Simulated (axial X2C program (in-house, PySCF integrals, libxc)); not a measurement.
Values are calculated unless marked as measured or tabulated.
# InTe⁺: input and output

Program: an in-house relativistic program for diatomic molecules.

Input:
```json
{"zs": [52, 49], "q": 1, "bas": ["dyall-cv3z", "dyall-cv3z"], "levels": ["PBE0", "HF", "r2SCAN0"], "cc": true, "r0": 2.64, "thr": -1.0, "nmax": 90, "npts": 10, "nst": 2, "ntry": 6}
```
```bash
python so2c.py task.json out
```

Keys: zs atomic numbers; q charge; bas basis sets; levels methods; cc coupled cluster on or off; r0 starting distance in Å; thr threshold in hartree for freezing inner shells (an s shell follows its p shell); nmax most natural virtual spinors; npts points on the curve; nst determinants followed; ntry starts of the search. HF also brings MP2.

Output of the HF step, spin-free, at R = 3.312 Å for the state M_S = 1, Λ = 0. It starts from PBE0 orbitals of this distance.

```
spin-free X2C-1e  HF
basis functions 253  fitting functions 1280  grid points 5807
iter        total energy     max residual
   1     -12669.057201448     2.22e-01
   2     -12669.092614388     4.65e-03
   3     -12669.093584731     1.84e-03
   4     -12669.093686684     6.26e-04
   5     -12669.093705787     3.64e-04
   6     -12669.093710821     1.08e-04
   7     -12669.093711928     7.26e-05
   8     -12669.093712583     5.77e-05
   9     -12669.093713101     3.59e-05
  10     -12669.093713268     6.41e-06
  11     -12669.093713272     4.46e-06
  12     -12669.093713273     2.21e-06
converged
one-electron -18207.23438119  Coulomb 5464.41366203  exact exchange -333.38154889  xc functional 0.00000000  nuclear repulsion 407.10855478
correlated 8  virtual 310  natural virtual 90  E(MP2) -0.117756147  MP2 remainder -0.003421125
iter   CCSD correlation   residual
   1     -0.132871808   1.20e-01
   2     -0.139829196   4.60e-02
   3     -0.140184930   1.04e-02
   4     -0.140228755   4.00e-03
   5     -0.140225583   1.81e-03
   6     -0.140225172   8.22e-04
   7     -0.140229646   3.10e-04
   8     -0.140230067   9.34e-05
   9     -0.140229703   3.21e-05
  10     -0.140229702   1.20e-05
(T) -0.004303583  T1 0.0146  D1 0.0299  max T2 0.075
```
Energies are in hartree; totals compare only within one Hamiltonian and basis. T1 in the output is the amplitude norm over the root of the electron number; divide by √2 for the Lee–Taylor value.
